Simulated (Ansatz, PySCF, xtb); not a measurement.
Energy difference 3 R1 + R2 → P1 + P2, each structure at its B3LYP-D3(BJ)/def2-TZVP stationary point, reached from a drawn start (curvature not checked).
R1: H2 (SMILES [H][H]), charge 0, multiplicity 1.
P1, H2O (SMILES O) (charge 0, multiplicity 1):
```xyz
3

O      0.000     0.000     0.390
H      0.000     0.765    -0.195
H      0.000    -0.765    -0.195
```
R2: OSi (SMILES [O+]#[Si-]), charge 0, multiplicity 1.
P2: SiH4 (SMILES [SiH4]), charge 0, multiplicity 1.

```json
[
 {"level": "GFN1-xTB", "reaction energy (kcal/mol)": "-53.58"},
 {"level": "GFN2-xTB", "reaction energy (kcal/mol)": "-46.88"},
 {"level": "HF/cc-pV(D+d)Z", "reaction energy (kcal/mol)": "-56.38"},
 {"level": "HF/cc-pV(T+d)Z", "reaction energy (kcal/mol)": "-49.31"},
 {"level": "HF/cc-pV(Q+d)Z", "reaction energy (kcal/mol)": "-49.91"},
 {"level": "SVWN5/def2-TZVPP", "reaction energy (kcal/mol)": "-50.29"},
 {"level": "PBE/def2-TZVPP", "reaction energy (kcal/mol)": "-37.10"},
 {"level": "PBE-D3(BJ)/def2-TZVPP", "reaction energy (kcal/mol)": "-37.86"},
 {"level": "PBE-D4/def2-TZVPP", "reaction energy (kcal/mol)": "-37.54"},
 {"level": "BLYP/def2-TZVPP", "reaction energy (kcal/mol)": "-26.53"},
 {"level": "BLYP-D4/def2-TZVPP", "reaction energy (kcal/mol)": "-27.58"},
 {"level": "revPBE/def2-TZVPP", "reaction energy (kcal/mol)": "-31.75"},
 {"level": "revPBE-D3(BJ)/def2-TZVPP", "reaction energy (kcal/mol)": "-33.85"},
 {"level": "r2SCAN/def2-TZVPP", "reaction energy (kcal/mol)": "-40.89"},
 {"level": "r2SCAN-D3(BJ)/def2-TZVPP", "reaction energy (kcal/mol)": "-41.08"},
 {"level": "r2SCAN-D4/def2-TZVPP", "reaction energy (kcal/mol)": "-41.00"},
 {"level": "B97M-V/def2-TZVPP", "reaction energy (kcal/mol)": "-40.63"},
 {"level": "B3LYP/def2-TZVPP", "reaction energy (kcal/mol)": "-35.95"},
 {"level": "B3LYP-D3(BJ)/def2-TZVPP", "reaction energy (kcal/mol)": "-37.23"},
 {"level": "B3LYP-D4/def2-TZVPP", "reaction energy (kcal/mol)": "-36.65"},
 {"level": "PBE0/def2-TZVPP", "reaction energy (kcal/mol)": "-46.17"},
 {"level": "PBE0-D3(BJ)/def2-TZVPP", "reaction energy (kcal/mol)": "-46.79"},
 {"level": "PBE0-D4/def2-TZVPP", "reaction energy (kcal/mol)": "-46.53"},
 {"level": "M06-2X/def2-TZVPP", "reaction energy (kcal/mol)": "-36.89"},
 {"level": "CAM-B3LYP/def2-TZVPP", "reaction energy (kcal/mol)": "-41.08"},
 {"level": "CAM-B3LYP-D3(BJ)/def2-TZVPP", "reaction energy (kcal/mol)": "-41.58"},
 {"level": "CAM-B3LYP-D4/def2-TZVPP", "reaction energy (kcal/mol)": "-41.43"},
 {"level": "wB97M-V/def2-TZVPP", "reaction energy (kcal/mol)": "-37.42"},
 {"level": "B2PLYP/def2-TZVPP", "reaction energy (kcal/mol)": "-34.88"},
 {"level": "B2PLYP-D3(BJ)/def2-TZVPP", "reaction energy (kcal/mol)": "-35.43"},
 {"level": "B2PLYP-D4/def2-TZVPP", "reaction energy (kcal/mol)": "-35.19"},
 {"level": "MP2/cc-pV(D+d)Z", "reaction energy (kcal/mol)": "-35.13"},
 {"level": "MP2/cc-pV(T+d)Z", "reaction energy (kcal/mol)": "-32.49"},
 {"level": "MP2/cc-pV(Q+d)Z", "reaction energy (kcal/mol)": "-34.25"},
 {"level": "SCS-MP2/cc-pV(D+d)Z", "reaction energy (kcal/mol)": "-35.77"},
 {"level": "SCS-MP2/cc-pV(T+d)Z", "reaction energy (kcal/mol)": "-32.99"},
 {"level": "SCS-MP2/cc-pV(Q+d)Z", "reaction energy (kcal/mol)": "-34.93"},
 {"level": "CCSD/cc-pV(T+d)Z", "reaction energy (kcal/mol)": "-39.20"},
 {"level": "CCSD(T)/cc-pV(D+d)Z", "reaction energy (kcal/mol)": "-37.09"},
 {"level": "CCSD(T)/cc-pV(Q+d)Z", "reaction energy (kcal/mol)": "-37.39"}
]
```

P less R. No zero-point or thermal terms.

Frozen-core correlation throughout.

The values were computed with Ansatz (a first-principles code) with Gaussian orbitals; PySCF for M06-2X and the D3/D4 terms; xtb for the GFN methods. Each number belongs to the level named beside it.
